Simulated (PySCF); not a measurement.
Delta-SCF ions had no search for a lower state. 

Cartesian coordinates (Å):
SMILES: [O-][SiH2]O
```xyz
6

O     -1.5774     1.1010    -0.1972
Si    -0.4569     0.0442    -0.0335
O      1.1206     0.6759     0.0160
H     -0.5120    -0.8039     1.2286
H     -0.3571    -1.0053    -1.1309
H      1.7827    -0.0119     0.1170
```
Charge -1, spin multiplicity 1.

### Question
What is the computed HOMO, vertical detachment energy (Delta-SCF) and total energy (TPSSh-D3(BJ)/def2-TZVPD // CAM-B3LYP-D3(BJ)/def2-TZVPD in PySCF)?

### Answer

```json
{
  "HOMO": "-0.61 eV",
  "vertical detachment energy (Delta-SCF)": "3.46 eV",
  "total_energy": "-441.9589 Ha"
}
```
